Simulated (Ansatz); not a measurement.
`[SiH3][N]([SiH3])[AlH][Cl]` + `CNC` → `C[N](C)[AlH][Cl]` + `[SiH3]N[SiH3]` at 600 K and 1 bar (ligand exchange at the Al–N bond).

Calculated with Ansatz (gas phase, PBE0-D4/def2-TZVP geometries, no zero-point term in ΔE). CBS: MP2 limit from def2 TZ/QZ plus the TZ coupled-cluster correction, frozen cores. This one scheme is used for every species. Each species was taken in one conformer, which may not be the lowest.

```tsv
species	CCSD(T)/CBS energy (Eh)	H − E (kJ/mol)	S (J/(mol·K))
`[SiH3][N]([SiH3])[AlH][Cl]`	-1339.00991	251.1	520.6
`CNC`	-135.00321	284.6	333.5
`C[N](C)[AlH][Cl]`	-836.90351	303.8	451.1
`[SiH3]N[SiH3]`	-637.10515	230.1	420.5
```

H − E and S are ideal-gas, rigid-rotor, harmonic terms from PBE0-D4/def2-TZVP, for one conformer and one mirror image of each species. 1 Eh = 2625.50 kJ/mol, R = 8.31446 J/(mol·K).

Q: By hand: ΔE, ΔH, ΔS and ΔG.

A: ΔE = (-836.90351) + (-637.10515) − (-1339.00991) − (-135.00321) = 0.00446 Eh = 11.7 kJ/mol. Δ(H − E) = 303.8 + 230.1 − 251.1 − 284.6 = -1.8, so ΔH = 9.9 kJ/mol. ΔS = 451.1 + 420.5 − 520.6 − 333.5 = 17.5 J/(mol·K). ΔG = 9.9 − 600 × (17.5)/1000 = -0.6 kJ/mol.

Q: By hand: the equilibrium constant, and the temperature at which ΔG would vanish if ΔH and ΔS stayed fixed.

A: log₁₀ K = −ΔG/(RT ln 10) = 0.1. ΔG = 0 at ΔH/ΔS = 566 K, though so small a ΔH makes that figure unsure.

TΔS isn't small against ΔH here. The sign of ΔG lies within the doubt. A doubt of 5 kJ/mol in ΔE shifts log₁₀ K by 0.4 here. Other conformers and mirror images would add mixing entropy, several J/(mol·K) or more a flexible species. Modes under 60 cm⁻¹, often nearly free rotors, make the harmonic entropy too high. These are equilibria of isolated gas molecules and say nothing of rates. Largest T1 diagnostic: 0.011 (customary marks: 0.02 for closed shells, 0.045 for open ones).
